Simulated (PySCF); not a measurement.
Structure problem from calculated spectra and properties.

Formula: CH8Ge2.

- Valence photoelectron: vertical ionisation energy: 9.87 eV [ΔSCF B3LYP/def2-SVPD]
- XPS: C1s 290.3 eV [ΔSCF SCAN, pcX-2 on the ionised atom, pcseg-1 elsewhere, spin-free X2C]
- Polarisability: 82.3 au [B3LYP/def2-SVPD]
- Couplings: largest of the computed one-bond spin–spin couplings (means over like bonds): 13C–1H +138.1 (×3) Hz [B3LYP/pcJ-1 (pcSseg-1 on Ge), spin–dipole term left out]
- Rotational structure: rotational constants A, B, C: 9.495, 1.669, 1.486 GHz [PBE0-D3(BJ)/def2-SVP]
- Triplet: lowest triplet excitation (Tamm–Dancoff): 6.21 eV [TDA B3LYP/def2-SVPD]
- UV, first state: lowest singlet excitation: 6.77 eV (183 nm, f = 0.015) [TDDFT B3LYP/def2-SVPD]
- UV, strongest line: among the 10 lowest singlet transitions: S3 at 7.21 eV (172 nm, f = 0.292) [TDDFT B3LYP/def2-SVPD]

The electronic properties come from PySCF, for the isolated species, density fitting. Levels stand in brackets. Geometry: PBE0-D3(BJ)/def2-SVP; no solvent, vibrations or thermal averaging. The calculation (core ionisation apart) is non-relativistic and has no spin–orbit coupling, an omission that weighs most on germanium.

Question: What is the compound? Reason from the data.

Answer: Numbering: `[CH3:1][GeH2:2][GeH3:3]`. The couplings run between: +138.1 Hz, sp3 carbon bound to germanium [C1] and its hydrogen (with 2 like pairs). The core levels belong to: C1s 290.3 eV, sp3 carbon bound to germanium [C1]. No core level of Ge was computed. The first electron is taken from the HOMO, whose largest Löwdin shares are 0.34 on the germanium bonded to Ge and 3 H, 0.30 on the germanium bonded to C, Ge and 2 H, 0.09 on the sp3 carbon bound to germanium and 0.05 on a Ge–H hydrogen. By its constants the optimised geometry is an asymmetric top. Structure: `[CH3][GeH2][GeH3]`. Computed isomers that give other values at the same levels: `[GeH3][CH2][GeH3]` (rotational constant A: 16.267 GHz; this holds for the one conformer computed). The assignments are read from this structure; whether some other isomer fits the data as well wasn't checked.
